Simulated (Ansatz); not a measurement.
Consider the redistribution: `[BH2][SnH2][BH]F` + `O[SiH2][SiH3]` → `[BH2][SnH2][OH]` + `FB[SiH2][SiH3]`.

Isolated molecules relaxed with PBE0-D4/def2-TZVP in Ansatz; ΔE leaves out vibrations. CBS: MP2 limit from def2 TZ/QZ plus the TZ coupled-cluster correction, frozen cores. DFT in def2-TZVPP. Elements past krypton have def2 core potentials. For Sn outer-core shells are correlated without core-valence functions, which leaves a few kJ/mol of doubt a bond. One conformer a species, not always the lowest.

`[BH2][SnH2][BH]F`:

Z-matrix (Å, degrees):
```
Sn
B 1 2.277
B 1 2.238 2 109.5
H 1 1.711 2 109.3 3 -122.6
H 1 1.712 2 107.6 3 120.9
F 2 1.317 1 119.5 3 89.6
H 2 1.202 1 123.9 3 -89.4
H 3 1.194 1 120.6 2 -91.8
H 3 1.194 1 120.7 2 85.7
```

`O[SiH2][SiH3]`:

```xyz
9

O     1.204    0.545   -1.595
Si   -0.048    0.858   -0.560
Si   -0.485   -0.940    0.885
H     2.057    0.337   -1.210
H     0.222    2.073    0.265
H    -1.220    1.129   -1.428
H    -1.582   -0.582    1.826
H     0.731   -1.261    1.686
H    -0.879   -2.160    0.130
```

`[BH2][SnH2][OH]`:

```xyz
8

B     0.716    1.416    0.008
Sn   -0.129   -0.610    0.485
O    -0.711   -1.535   -1.165
H     0.588    1.893   -1.079
H     1.290    2.047    0.844
H    -1.499   -0.506    1.515
H     0.981   -1.730    1.134
H    -1.236   -0.976   -1.741
```

`FB[SiH2][SiH3]`:

```xyz
10

F     0.460   -1.363   -2.441
B     1.062   -0.652   -1.503
Si    0.054    0.807   -0.519
Si   -0.783   -0.120    1.468
H     2.197   -0.959   -1.248
H    -1.081    1.359   -1.309
H     0.982    1.914   -0.153
H     0.333   -0.680    2.277
H    -1.486    0.913    2.273
H    -1.737   -1.218    1.156
```

```csv
level,ΔE (kJ/mol),difference from CCSD(T)/CBS
PBE0-D4,66.2,-2.0
r2SCANh-D4,69.1,0.9
CAM-B3LYP-D4,69.6,1.4
PBE-QIDH,71.4,3.2
PBE,61.5,-6.7
r2SCAN,67.3,-0.9
r2SCANh,69.2,1.0
r2SCAN0,72.0,3.8
MP2/def2-SVP,58.4,-9.8
CCSD/def2-SVP,59.3,-8.9
CCSD(T)/CBS,68.2,0
```

Largest T1 diagnostic among the species: 0.015.

From BLYP to BHLYP (50 % exact exchange), in def2-TZVPP and without D4, ΔE moves by +9.4 kJ/mol. Leaving LDA and LC-ωPBE aside and taking each functional with its dispersion term where it has one, the values, not all of them listed here, spread over 14.7 kJ/mol, from B97M-V to BHLYP-D4. LDA lies +11.5 kJ/mol from PBE without D4.
